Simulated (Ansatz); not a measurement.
Mulliken charges of C3H5Br, SMILES `C=CCBr` from PBE/def2-TZVPP in Ansatz (PBE0-D4/def2-TZVP geometry).

| atom | x (Å) | y (Å) | z (Å) | charge (e) |
| --- | --- | --- | --- | --- |
| C1 | -0.297 | 1.314 | -0.461 | -0.182 |
| C2 | 0.354 | 0.160 | -0.423 | -0.106 |
| C3 | 0.153 | -0.853 | 0.634 | -0.111 |
| Br4 | -0.589 | -2.507 | -0.118 | -0.138 |
| H5 | -0.112 | 2.042 | -1.242 | 0.101 |
| H6 | -1.039 | 1.570 | 0.289 | 0.081 |
| H7 | 1.083 | -0.083 | -1.191 | 0.102 |
| H8 | -0.552 | -0.526 | 1.395 | 0.119 |
| H9 | 1.087 | -1.164 | 1.100 | 0.134 |

**Question.** By hand: the dipole of these point charges (1 e Å = 4.8032 D).

**Answer.** Σ q r = (0.176, 0.291, 0.165) e Å, of length 0.378 e Å = 1.82 D.

**Question.** How does the dipole of the full density compare? (Best estimate.)

**Answer.** The calculation gave: (0.146, 0.348, 0.121) e Å, 1.90 D; the point charges give 0.96 times that, at 11° from its direction.

Point charges leave out the atoms' own dipoles, such as those of lone pairs, and Mulliken's split depends on the basis, so the close match here is no proof of good charges.
